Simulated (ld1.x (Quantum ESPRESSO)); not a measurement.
# What one change does to a pseudopotential (germanium (Ge), TM semilocal)

```json
{
 "Element": "Ge",
 "Generator": "ld1.x (Quantum ESPRESSO) 7.5",
 "Type": "norm-conserving Troullier–Martins (semilocal form)",
 "Functional": "revPBE",
 "Relativity": "scalar-relativistic",
 "Frozen core": "[Ar]",
 "Valence charge": "14",
 "Reference configuration": "3d10 4s2 4p2",
 "Partial waves": "4s (bound): rc 1.30 bohr; 3d (bound): rc 1.10 bohr; 4p (bound): rc 1.50 bohr",
 "Local potential": "the p channel",
 "Core correction": "none"
}
```

Change: wave 3d (bound): rc 1.10 bohr becomes 3d (bound): rc 1.58 bohr.

Cutoffs: the cutoffs (Ry, on a coarse ladder) from which the occupation-weighted sum of valence levels, in a spherical-Bessel basis at the reference potential, stays within 10 and 1 mRy of its value at 400 Ry; they do not see the model core or the augmentation charge, which bear on the density cutoff. Errors are all-electron minus pseudo energies relative to the spin-unpolarised reference configuration.

Problem. How do hardness, ghosts and transferability respond?

Solution. Of the 7 tests that both files solve, the error grows in 1 and shrinks in 4 by more than 15 % and 0.3 meV (median size 3.0 → 1.5 meV); neither file shows a bound ghost. A semilocal file is local in each channel, so a ghost entry of none says nothing of the separable form that plane-wave codes build from it.

```tsv
quantity	base	changed
cutoff, loose	230 Ry	140 Ry
cutoff, tight	over 300 Ry	230 Ry
loose cutoff by channel (10 mRy a level)	s 40 Ry, d 200 Ry, p 25 Ry	s 40 Ry, d 110 Ry, p 25 Ry
bound ghosts	none	none
error for 3d10 4s2 4p1, meV [ΔE 7.39 eV]	0.0	0.0
error for 3d10 4s2 4p0, meV [ΔE 22.74 eV]	+1.0	+1.5
error for 3d10 4s1 4p0, meV [ΔE 57.36 eV]	+36	+30
error for 3d10 4s1 4p3, meV [ΔE 7.95 eV]	+3.0	+1.5
error for 3d10 4s0 4p4, meV [ΔE 16.13 eV]	+14	+7.5
error for 3d10 4s1 4p2, meV [ΔE 16.09 eV]	+6.8	+5.3
error for 3d10 4s2 4p2.3, meV [ΔE -0.87 eV]	+0.1	+0.1
```
